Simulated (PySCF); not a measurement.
MoOF2, SMILES [Mo]([F])(=[O])[F] (connectivity only; charge and spin as stated), neutral, multiplicity 3. Coordinates come from a PBE-D3(BJ)/def2-TZVP optimisation. The spin state was assumed, not searched. The def2 effective core potentials stand for the cores of Mo; spin–orbit coupling is left out.

Method: PBE-D3(BJ)/def2-TZVP in PySCF.

Harmonic wavenumbers (cm⁻¹): 141, 164, 197, 642, 653, 1028. Rotational constants (GHz): 6.230, 5.169, 2.825; symmetry number 2.

Task: Work out the zero-point energy and the ideal-gas rigid-rotor harmonic-oscillator thermochemistry at 298.15 K and 1 atm.

Result: ZPE = ½ Σ hcν = ½ × 2826 cm⁻¹ = 16.90 kJ/mol. H − E(el) = 32.46 kJ/mol. Entropy in J/(mol K): translation 171.23, rotation 101.65, vibration 34.66, spin 9.13, total 316.68. G − E(el) = -61.96 kJ/mol. Cp = 66.13 J/(mol K). Modes under 150 cm⁻¹ make the vibrational entropy uncertain.
